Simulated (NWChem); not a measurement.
A series in which one site is exchanged, each optimised at PBE0/def2-SVP with NWChem, gas phase unless a solvent is named. For some, no frequency run checked for a minimum. def2 effective core potentials on Sb; no spin-orbit coupling.

A: B (BH3; site = B)
B: [AlH3] (AlH3; site = Al)
C: [GaH3] (GaH₃; site = Ga)
D: [SbH3] (SbH$_{3}$; site = Sb)

| quantity | A | B | C | D |
|---|---|---|---|---|
| dipole (D), PBE0/def2-SVP | 0.00 | 0.00 | 0.00 | ___ |
| orbital gap (eV), PBE0/def2-SVP | 7.95 | 6.81 | 6.75 | ___ |
| vertical ionisation energy, ΔSCF, B3LYP/def2-SVP (eV) | 13.08 | 11.22 | 11.21 | ___ |
| static polarisability, B3LYP/def2-SVPD (bohr³) | 18.0 | 32.7 | 33.5 | ___ |
| lowest singlet excitation, B3LYP/def2-SVPD, TDA (eV) | 5.82 | 5.20 | 5.09 | ___ |

**Question.** What belongs in the gaps?

**Answer.** 
- dipole (D), PBE0/def2-SVP, D: 0.18
- orbital gap (eV), PBE0/def2-SVP, D: 7.48
- vertical ionisation energy, ΔSCF, B3LYP/def2-SVP (eV), D: 9.98
- static polarisability, B3LYP/def2-SVPD (bohr³), D: 46.7
- lowest singlet excitation, B3LYP/def2-SVPD, TDA (eV), D: 6.29
